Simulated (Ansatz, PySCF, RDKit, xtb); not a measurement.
Noncovalent pair: NH3 (SMILES N) (first 4 atoms) with H2Se (SMILES [SeH2]); geometry from B3LYP-D3(BJ)/def2-TZVP, rigid monomers moved along the line of their centres of mass till N1···H7 is 3.01 Å.
(charge 0, multiplicity 1):
```xyz
7

N     -0.0681    -0.1982     0.0157
H     -0.9794    -0.3057    -0.4151
H      0.3835     0.6005    -0.4148
H      0.4788    -1.0217    -0.2082
Se    -0.4501     0.3075     4.4672
H      0.8777     0.9272     4.5884
H     -0.2996     0.1548     2.9958
```

Monomers are frozen at their geometry in the pair; levels with a basis set take the counterpoise correction. Rows marked so take none. RDKit's UFF carries no charges.

Cores are frozen in the correlated methods. Filled d and f shells under p-block atoms count as core. CBS: X⁻³ extrapolation of the correlation energy, Hartree–Fock from the larger set. Rows in 6-31G* carry no dispersion term and start afresh at each structure (6-31G* with six Cartesian d functions); the Pople sets are all-electron and without relativity.

Run with Ansatz (a quantum-chemistry and plane-wave program) with Gaussian orbitals; PySCF for 6-31G* rows, the dispersion terms; RDKit for the force fields; xtb for the GFN methods. 

```tsv
level	interaction energy (meV)
UFF	-12.9
GFN1-xTB	-36.8
r2SCAN-D3(BJ)/def2-TZVPPD	-82.7
B3LYP/6-31G*	-83.4
B3LYP-D4/def2-TZVPPD	-81.7
PBE0-D3(BJ)/def2-TZVPPD	?
M06-2X/6-31G* (no counterpoise)	?
wB97X-V/def2-TZVPPD	-84.6
CCSD(T)/CBS(aug-cc-pVDZ, aug-cc-pVTZ)	-83.0
```

Some entries are withheld; supply them.


- PBE0-D3(BJ)/def2-TZVPPD, interaction energy (meV): -91.9
- M06-2X/6-31G* (no counterpoise), interaction energy (meV): -116.6
